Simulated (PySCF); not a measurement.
BEt2Br, C₄H₁₀BBr.
Bonds: B1–C2, B1–C9, B1–Br16, C2–C3, C9–C10. Hydrogens: H4, H5 on C2; H6, H7, H8 on C3; H11, H12 on C9; H13, H14, H15 on C10.

Method used: PBE0-D3(BJ)/def2-SVP geometry optimisation, gas phase in PySCF.

(1) What internal coordinates does the optimisation give?

## Answers

(1) 
```json
{"bond": "B1–C2, B1–C9", "length (Å)": "1.568"}
{"bond": "B1–Br16", "length (Å)": "1.934"}
{"bond": "C2–C3, C9–C10", "length (Å)": "1.522"}
{"bond": "C2–H4 and 3 like bonds", "length (Å)": "1.108"}
{"bond": "C3–H6 and 5 like bonds", "length (Å)": "1.101"}
```

Bonds in one row agree within 0.01 Å and their mean is given. A selection of angles:
```json
{"angle": "C2–B1–C9", "degrees": "121.5"}
{"angle": "C2–B1–Br16", "degrees": "119.1"}
{"angle": "B1–C2–C3", "degrees": "119.8"}
{"angle": "B1–C2–H4", "degrees": "102.9"}
{"angle": "B1–C2–H5", "degrees": "108.0"}
{"angle": "C3–C2–H4", "degrees": "109.9"}
{"angle": "C3–C2–H5", "degrees": "111.3"}
{"angle": "H4–C2–H5", "degrees": "103.4"}
{"angle": "C2–C3–H6", "degrees": "111.7"}
{"angle": "H6–C3–H7", "degrees": "108.0"}
```

Torsions: C9–B1–C2–C3 -160° (antiperiplanar); C2–B1–C9–C10 -166° (antiperiplanar). The mirror-image conformer, all signs reversed, is as good.

Of the pairs four or more bonds apart, H7···Br16 is among the closest relative to their van der Waals radii: 3.01 Å, 99 % of the sum of Bondi's values. B1 (boron bonded to Br and 2 C) is planar (angles 121.5°, 119.4° and 119.1°, sum 360.0°, 0.01 Å off the plane of its three neighbours).

Point group: near C2, missed by 0.24 Å at most; the miss may be what the optimiser left on a soft mode. No PBE0-D3(BJ)/def2-SVP frequencies stand behind this structure, so it isn't proved a minimum. The numbers are those of one conformer.
